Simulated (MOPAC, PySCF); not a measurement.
H2AlBrO2, SMILES `[OH][Al]([OH])[Br]` (H–O–Al–Br torsion 0°, Br–Al–O–H torsion -180°), neutral singlet in the gas phase. 

Cartesian coordinates (Å):
SMILES: [OH][Al]([OH])[Br]
```xyz
6

O     -1.1184    -0.9276    -0.0131
Al     0.0419     0.2937    -0.0064
O      1.6787    -0.0820     0.0597
Br    -0.5405     2.4551    -0.0847
H     -2.0579    -0.7558    -0.0497
H      1.9962    -0.9834     0.0942
```
Charge 0, multiplicity 1.

All levels are single points at this geometry (PBE0-D4/def2-TZVP); Pople sets use spherical d functions. Orbital energies aren't observables, and empty levels follow the basis.

PM3 in MOPAC gives dipole (D) = 4.24.

Problem. Estimate the dipole (D) from each of these levels: PBE0-D4/def2-TZVP in PySCF; M06-2X/6-31G* in PySCF; HF/3-21G in PySCF; HF/STO-3G in PySCF; PM7 in MOPAC.

Solution. 
| level | dipole (D) |
|---|---|
| PBE0-D4/def2-TZVP in PySCF | 1.74 |
| M06-2X/6-31G* in PySCF | 2.16 |
| HF/3-21G in PySCF | 2.67 |
| HF/STO-3G in PySCF | 2.54 |
| PM7 in MOPAC | 2.44 |
